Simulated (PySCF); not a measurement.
Start geometry of `C=CC[C@@H]1C[CH2][GaH2-][N+]1(C)C` from GFN2-xTB (Å):
```
atom  x, y, z in Å
C1     3.7082   -0.6513   -0.0892
C2     2.5613   -0.5105   -0.7812
C3     1.2132   -1.0084   -0.3277
C4     0.2437    0.1403   -0.2655
C5     0.5231    1.1074    0.8647
C6    -0.4364    2.3192    0.8234
Ga7   -2.2218    1.5134    0.3378
N8    -1.1820   -0.2947   -0.1643
C9    -1.4245   -1.2806    0.9103
C10   -1.7061   -0.8220   -1.4135
H11    3.7052   -1.1061    0.8814
H12    4.6324   -0.2554   -0.4616
H13    2.5399   -0.0102   -1.7562
H14    1.3221   -1.4649    0.6714
H15    0.8877   -1.7780   -1.0274
H16    0.2662    0.7239   -1.1912
H17    0.4356    0.6113    1.8338
H18    1.5602    1.4346    0.7826
H19   -0.0961    2.9933    0.0382
H20   -0.3799    2.8834    1.7672
H21   -3.2904    1.0055    1.3685
H22   -2.8971    1.8769   -1.0267
H23   -1.0547   -0.8862    1.8211
H24   -2.5030   -1.4470    0.9773
H25   -0.9188   -2.2529    0.6770
H26   -1.2318   -1.7461   -1.7116
H27   -2.7818   -1.0053   -1.3102
H28   -1.5388   -0.0698   -2.1962
```

What comes out of this run: PBE0-D3(BJ)/def2-SVP geometry optimisation, gas phase (PySCF 2.14.0)?

```
atom  x, y, z in Å
C1     3.734   -0.504   -0.021
C2     2.604   -0.484   -0.729
C3     1.272   -0.969   -0.250
C4     0.220    0.146   -0.239
C5     0.441    1.169    0.874
C6    -0.567    2.314    0.785
Ga7   -2.302    1.473    0.239
N8    -1.186   -0.351   -0.194
C9    -1.426   -1.314    0.882
C10   -1.618   -0.911   -1.473
H11    3.757   -0.893    1.002
H12    4.675   -0.134   -0.436
H13    2.625   -0.079   -1.750
H14    1.376   -1.405    0.756
H15    0.936   -1.781   -0.920
H16    0.288    0.689   -1.198
H17    0.360    0.655    1.848
H18    1.489    1.508    0.811
H19   -0.248    3.042    0.021
H20   -0.632    2.857    1.739
H21   -3.312    0.956    1.347
H22   -2.892    1.822   -1.191
H23   -1.095   -0.900    1.843
H24   -2.503   -1.509    0.958
H25   -0.903   -2.269    0.700
H26   -1.060   -1.829   -1.731
H27   -2.687   -1.159   -1.421
H28   -1.482   -0.167   -2.269
```

The energy falls by 0.193 eV over 9 energy and gradient evaluations, the largest force component goes from 0.0329 to 3.4e-04 Eh/bohr, and the atoms move by 0.065 Å rms after alignment. Among the bonds, Ga7–N8 and C9–H23 change most and about equally (+0.037 to +0.038 Å). Bonds longer at the end by more than 0.005 Å: 15 of 28; shorter: 6. Among the angles that change most is H21–Ga7–H22, from 110.7° to 117.7°. Rotational constants go from 1716, 580.9, 494.2 to 1695, 572.4, 487.7 MHz. The orientation of the end geometry is arbitrary; only internal coordinates are fixed.

The run used 248 basis functions and 63 SCF cycles in all. The run took 12 min wall on one thread of an Arm Neoverse N1, no GPU, shared host, and the process peaked at 1.1 GiB of memory.

No PBE0-D3(BJ)/def2-SVP frequencies stand behind this structure, so it isn't proved a minimum. One conformer, not necessarily the lowest.
